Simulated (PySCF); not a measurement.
SMILES CC(CC)C (GFN2-xTB optimised geometry):

```
17

C      1.357     0.459    -1.284
C      0.746    -0.090     0.000
C     -0.786    -0.090     0.000
C     -1.353     1.328     0.000
C     -1.307    -0.855     1.216
H      1.126     1.513    -1.410
H      2.439     0.351    -1.261
H      0.978    -0.083    -2.148
H      1.104     0.495     0.851
H      1.092    -1.118     0.139
H     -1.131    -0.603    -0.906
H     -1.064     1.866    -0.899
H     -0.991     1.879     0.865
H     -2.439     1.300     0.042
H     -0.976    -0.375     2.135
H     -0.939    -1.879     1.214
H     -2.394    -0.882     1.215
```

Calculation: PBE/def2-SVP (PySCF 2.14.0).

Problem. What are the frontier orbital energies and the dipole moment?

Solution. HOMO-2 -7.57 eV, HOMO-1 -7.48 eV, HOMO -7.36 eV, LUMO 0.96 eV, LUMO+1 1.76 eV; dipole moment 0.07 D.

Meta-Löwdin charges at PBE/def2-SVP: C1 -0.30, C2 -0.17, C3 -0.04, C4 -0.31, C5 -0.30, H6 0.10, H7 0.10, H8 0.10, H9 0.09, H10 0.09, H11 0.08, H12 0.10, H13 0.09, H14 0.10, H15 0.09, H16 0.10, H17 0.10.
